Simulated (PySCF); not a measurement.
InHClBr, SMILES [Cl][InH][Br].

Coordinates come from a PBE0-D3(BJ)/def2-SVP optimisation. The def2 effective core potentials stand for the cores of In; spin–orbit coupling is left out.

Calculation: TDA-CAM-B3LYP/def2-SVPD (PySCF).

Vertical excitations. Gas-phase values at a fixed geometry. State labels are in the subgroup Cs.

### Question
List the lowest excited states. (The exact figures need the calculation; the answer reports its results.)

### Answer

| state | symmetry | energy (eV) | λ (nm) | f | main pairs |
|---|---|---|---|---|---|
| S1 | A' | 5.36 | 231 | 0.031 | HOMO→LUMO+1 92 % |
| S2 | A" | 5.38 | 230 | 0.000 | HOMO→LUMO 96 % |
| S3 | A" | 5.49 | 226 | 0.009 | HOMO−1→LUMO+1 95 % |
| S4 | A" | 5.69 | 218 | 0.002 | HOMO−2→LUMO 97 % |
| S5 | A' | 5.75 | 216 | 0.016 | HOMO−1→LUMO 53 %, HOMO−2→LUMO+1 40 % |
| S6 | A' | 5.99 | 207 | 0.082 | HOMO−2→LUMO+1 44 %, HOMO−1→LUMO 33 %, HOMO−4→LUMO+1 16 % |
| S7 | A" | 6.16 | 201 | 0.031 | HOMO−3→LUMO+1 94 % |
| S8 | A' | 6.48 | 191 | 0.007 | HOMO−3→LUMO 86 % |
| S9 | A" | 6.74 | 184 | 0.000 | HOMO−4→LUMO 96 % |
| S10 | A" | 6.89 | 180 | 0.012 | HOMO−5→LUMO 96 % |
| T1 | A' | 4.85 | 256 | 0 | HOMO→LUMO+1 85 % |
| T2 | A" | 5.11 | 243 | 0 | HOMO−1→LUMO+1 92 % |
| T3 | A' | 5.13 | 242 | 0 | HOMO−2→LUMO+1 79 % |
| T4 | A" | 5.25 | 236 | 0 | HOMO→LUMO 87 % |
Triplets are in the Tamm–Dancoff approximation.
